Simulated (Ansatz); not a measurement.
Si(H)2(NHSiH3)(Me) (CH₉NSi₂), SMILES [SiH3]N[SiH2]C.

The structure is a stationary point at PBE0-D3(BJ)/def2-SVP. Other conformers were not sampled.

Two levels are set side by side: PBE/def2-TZVPD (Ansatz, a first-principles code) and PBE0/def2-TZVPD (Ansatz). Energy differences of separate SCF runs at the same geometry; the states with an electron removed or added have multiplicity 2 and 2. Differences are taken from unrounded values.

```csv
quantity,PBE0,PBE,PBE minus PBE0
vertical ionisation energy (eV),9.26,8.99,-0.27
vertical singlet–triplet gap (eV),5.57,5.20,-0.37
```
